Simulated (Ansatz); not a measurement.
Coupled-cluster run, CH$_{8}$Al$_{2}$OSi.

```yaml
crystal:
  periodic: [false, false, false]
  atoms:
    - {symbol: O, position_ang: [0.563733, 1.232280, -0.237107]}
    - {symbol: Si, position_ang: [1.446059, -0.207546, 0.114977]}
    - {symbol: C, position_ang: [0.247776, -1.404072, 0.794618]}
    - {symbol: Al, position_ang: [-1.603383, -1.022728, 0.089320]}
    - {symbol: Al, position_ang: [-1.360755, 1.380617, -0.789896]}
    - {symbol: H, position_ang: [1.078813, 2.041744, -0.302132]}
    - {symbol: H, position_ang: [2.039856, -0.660000, -1.168883]}
    - {symbol: H, position_ang: [2.533958, 0.290341, 0.998906]}
    - {symbol: H, position_ang: [0.560135, -2.434152, 0.598807]}
    - {symbol: H, position_ang: [0.165221, -1.286178, 1.883913]}
    - {symbol: H, position_ang: [-2.617549, -2.241247, 0.286320]}
    - {symbol: H, position_ang: [-1.809133, 2.627693, 0.109140]}
    - {symbol: H, position_ang: [-1.224228, 1.648346, -2.363083]}
basis:
  gaussian: {orbitals: def2-SVP}
correlation: {method: ccsd_t}
```

```sh
$ ansatz run in.yaml --threads 4 --pin off --events-out ev --progress --plain
```

The program prints (abridged):

```
Functional definition: HF
1173 factors; integrals over basis functions are off by at most 1.3e-3 eV
mean field evaluation 1: about -24211.2304 eV, gradient 3.5e1 eV
mean field evaluation 2: about -24211.2354 eV, gradient 3.5e1 eV
mean field evaluation 4: about -24214.6146 eV, gradient 3.6e0 eV
mean field evaluation 8: about -24214.6640 eV, gradient 2.3e-4 eV
mean field -24214.66396398 eV, -889.8724873874 hartree, gradient 1.0e-6 eV, S^2 0.000000; 0 other end points of the search recorded, 0 dependent functions left out
17 core orbitals not correlated: weight in the atoms' cores, before any rotation towards them, 1.000 or more for the frozen orbitals, at most 0.000 for the correlated occupied ones
reference -24214.66396398 eV, -889.8724873874 hartree; 14, 14 occupied and 91, 91 virtual orbitals, 1173 factors
second order -15.22332168 eV of doubles, -0.00000000 eV of singles
cycle   1  -16.35754151 eV  change    -1.1e0 eV  update   9.9e-2
cycle   2  -16.90533973 eV  change   -5.5e-1 eV  update   3.1e-2
cycle   3  -16.98413283 eV  change   -7.9e-2 eV  update   1.2e-2
cycle   4  -16.97889016 eV  change    5.2e-3 eV  update   3.5e-3
cycle   5  -16.97846121 eV  change    4.3e-4 eV  update   1.2e-3
cycle   6  -16.97836115 eV  change    1.0e-4 eV  update   4.3e-4
cycle   7  -16.97819732 eV  change    1.6e-4 eV  update   1.5e-4
cycle   8  -16.97821524 eV  change   -1.8e-5 eV  update   5.7e-5
cycle   9  -16.97823312 eV  change   -1.8e-5 eV  update   2.0e-5
perturbative correction -0.43701321 eV, -0.0160599391 hartree
Total energy: -24232.07921031 eV, -890.5124858855 hartree
```

Hardware: 4 threads of a server CPU on a shared host. Wall time 4.8 s, peak host memory 0.6 GiB.

MP2 recovers 87.4 % of the CCSD(T) correlation energy and the triples give 2.5 %; T1 = 0.0113.
